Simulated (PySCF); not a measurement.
Compound: GeH(OMe)3, C₃H₁₀GeO₃.
Structure used (PBE0-D3(BJ)/def2-SVP), in Å, numbered top down from 1:
```xyz
17
C3H10GeO3 angstrom
Ge     0.014   -0.003    0.425
H      0.122    0.009    1.961
O      1.599   -0.072   -0.338
C      2.407   -1.215   -0.236
H      2.670   -1.456    0.812
H      3.346   -1.024   -0.779
H      1.926   -2.104   -0.681
O     -0.787    1.436   -0.192
C     -0.144    2.684   -0.211
H      0.062    3.067    0.807
H     -0.807    3.406   -0.711
H      0.810    2.651   -0.765
O     -0.901   -1.389   -0.156
C     -2.294   -1.469    0.004
H     -2.596   -1.504    1.068
H     -2.642   -2.398   -0.473
H     -2.814   -0.620   -0.473
```

Method used: PySCF 2.14.0, density-fitted response routines, TDDFT PBE0/def2-SVPD, vertical, gas phase, core orbitals frozen in the response. The PBE0/def2-SVPD calculation is non-relativistic and has no spin–orbit coupling, an omission that weighs most on germanium.

Q: What does the calculation give for the low-lying excited states?

A: 

```tsv
state	E (eV)	λ (nm)	f	main configurations (H = HOMO, L = LUMO)
S1	7.25	171.1	0.0046	H-1→L+3 (26%), H-1→L+1/L+2 (≥21%), H→L+1/L+2 (≥17%)
S2	7.26	170.7	0.0059	H-2→L+3 (27%), H-2→L+1/L+2 (≥19%), H-2→L (12%)
S3	7.36	168.4	0.0040	H-2→L (17%), H→L+1/L+2 (≥15%), H-1→L (14%)
S4	7.50	165.4	0.0073	H→L (61%), H-1→L+3 (10%), H-1→L+1/L+2 (≥8%)
S5	7.52	164.9	0.0084	H→L+1/L+2 (≥22%), H-2→L (18%), H-1→L (15%)
S6	7.57	163.8	0.0090	H-2→L+1/L+2 (≥32%), H-1→L (26%)
S7	7.67	161.7	0.099	H→L+3 (50%), H-2→L+3 (15%)
S8	7.67	161.6	0.035	H-1→L+3 (49%), H→L+1/L+2 (≥16%), H-2→L (12%)
S9	7.68	161.5	0.027	H-2→L+3 (27%), H-2→L+1/L+2 (≥16%), H→L+3 (15%)
S10	7.80	159.0	0.032	H→L+1/L+2 (≥62%), H→L+3 (14%)
S11	7.82	158.5	0.013	H-1→L+1/L+2 (≥63%), H→L+1/L+2 (≥9%)
S12	7.84	158.1	0.010	H-2→L+1/L+2 (≥64%), H-2→L+3 (10%)
S13	8.12	152.6	0.031	H-3→L+1/L+2 (≥40%), H-3→L+3 (20%), H-3→L (11%)
S14	8.14	152.4	0.028	H-4→L+1/L+2 (≥37%), H-4→L+3 (19%), H-3→L (9%)
```

Triplets, Tamm–Dancoff:

```tsv
state	E (eV)	λ (nm)	main configurations (H = HOMO, L = LUMO)
T1	6.74	183.9	H→L+3 (49%), H→L+1/L+2 (≥11%)
T2	6.82	181.8	H-1→L+3 (33%), H-1→L+1/L+2 (≥17%), H→L+1/L+2 (≥14%)
T3	6.84	181.4	H-2→L+3 (37%), H-2→L+1/L+2 (≥17%), H-2→L (11%)
T4	7.25	171.1	H→L (63%)
```

The lowest singlet comes at 171 nm (699 kJ/mol) in the vacuum ultraviolet; it is very weak; its leading configuration is HOMO-1→LUMO+3 (26%). The strongest level in the table is S7 at 7.67 eV (162 nm, f = 0.099). S7/S8/S9 lie within about 0.01 eV of each other. Löwdin shares by element: HOMO (one of a set within 0.03 eV) oxygen 50% or more, germanium 9%, hydrogen 8% or more (atoms not listed hold the other 32%); LUMO (one of a set within 0.03 eV) germanium 20%, hydrogen 13% or more, oxygen 10% or more, carbon 9% or more (atoms not listed hold the other 49%). The listed states span 0.89 eV, and the widest gap between neighbours is 0.28 eV (S12 to S13). Weighted by f, the mean energy of these states is 7.75 eV. The oscillator strengths of these states sum to 0.314; summed over the whole spectrum of an exact calculation they would give the number of electrons, 84 (Thomas–Reiche–Kuhn). Orbitals of the list HOMO-3 to LUMO+2 that lie within 0.01 eV of each other are written together with a slash and their weights summed (≥ marks a lower bound); for degenerate orbitals outside that list single weights are arbitrary. Only the lowest 15 singlets were computed, as vertical energies without vibronic structure. The highest level found (8.33 eV, f 0.0075 so far) is left out, since the window may have cut off a degenerate partner.

One conformer stands for the species.

Without π bonds the low states are Rydberg-like; a valence basis with one diffuse set may place them up to an eV too high.
